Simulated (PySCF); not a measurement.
Predicted microwave data (B3LYP/def2-SVPD in PySCF (dipole) on a GFN2-xTB geometry, gas phase) for one isomer of C4H7N3OSi:

```
Rotational constants : A = 3736, B = 806.0, C = 700.8 MHz
Dipole components    : |μa| = 4.54 D, |μb| = 1.18 D, |μc| = 0.32 D
Inertial defect      : -41.19 u·Å²
κ                    : -0.93
```

Question: Which structure is it? (One computed conformer of each.)
A. `[N:1]#[C:2][Si@@H:3]1[NH:4][CH2:5][CH2:6][N:7]1[CH:8]=[O:9]` with C6–N7–C8–O9 175°, C2–Si3–N4–C5 -97°, Si3–N4–C5–C6 -28°, N4–C5–C6–N7 30°, C5–C6–N7–C8 164°
B. `[OH:1][SiH2:2][NH:3][c:4]1[cH:5][n:6][cH:7][n:8][cH:9]1` with H–O1–Si2–N3 180°, O1–Si2–N3–C4 61°, Si2–N3–C4–C5 -2°
C. `[NH2:1][SiH2:2][n:3]1[cH:4][n:5][c:6]([CH:7]=[O:8])[cH:9]1` with H–N1–Si2–N3 -171° and 47°, N1–Si2–N3–C4 27°, N5–C6–C7–O8 180°
D. `[CH2:1]=[N:2][Si@:3]([NH2:4])([CH:5]=[O:6])[CH2:7][C:8]#[N:9]` with C1–N2–Si3–N4 133°, N2–Si3–N4–H 75° and -64°, N2–Si3–C5–O6 -38°, N2–Si3–C7–C8 -78°
E. `[CH3:1][C:2](=[O:3])[c:4]1[cH:5][n:6]([SiH3:7])[n:8][n:9]1` with C1–C2–C4–C5 175°
F. `[O:1]=[CH:2][SiH2:3][CH2:4][c:5]1[n:6][cH:7][n:8][nH:9]1` with O1–C2–Si3–C4 6°, C2–Si3–C4–C5 -69°, Si3–C4–C5–N6 -105°

Answer: B. It is O[SiH2]Nc1cncnc1, a near-prolate asymmetric top, point group C1. The candidates at the same level (rigid rotor, commonest isotopes):

```tsv
SMILES	A (MHz)	B (MHz)	C (MHz)	μa (D)	μb (D)	μc (D)	Δ (u·Å²)	point group	rotor
O=C[SiH2]Cc1ncn[nH]1	2614	997.8	792.8	3.92	1.34	0.24	-62.38	C1	asymmetric top
CC(=O)c1cn([SiH3])nn1	4244	740.4	638.0	3.68	0.88	0.29	-9.54	–	near-prolate asymmetric top
C=N[Si@](N)(C=O)CC#N	2044	937.6	840.7	2.86	0.53	0.57	-185.11	C1	asymmetric top
O[SiH2]Nc1cncnc1	3736	806.0	700.8	4.54	1.18	0.32	-41.19	C1	near-prolate asymmetric top
N#C[Si@@H]1NCCN1C=O	1762	1431	918.6	6.58	1.19	0.31	-89.90	C1	asymmetric top
N[SiH2]n1cnc(C=O)c1	4360	709.6	623.0	6.91	0.29	0.63	-16.81	C1	near-prolate asymmetric top
```

`C=N[Si@](N)(C=O)CC#N` has A 45 % too low; `N[SiH2]n1cnc(C=O)c1` has A 17 % too high; `CC(=O)c1cn([SiH3])nn1` has A 14 % too high; `O=C[SiH2]Cc1ncn[nH]1` has A 30 % too low; `N#C[Si@@H]1NCCN1C=O` has B 78 % too high. No structure here is proved a minimum.
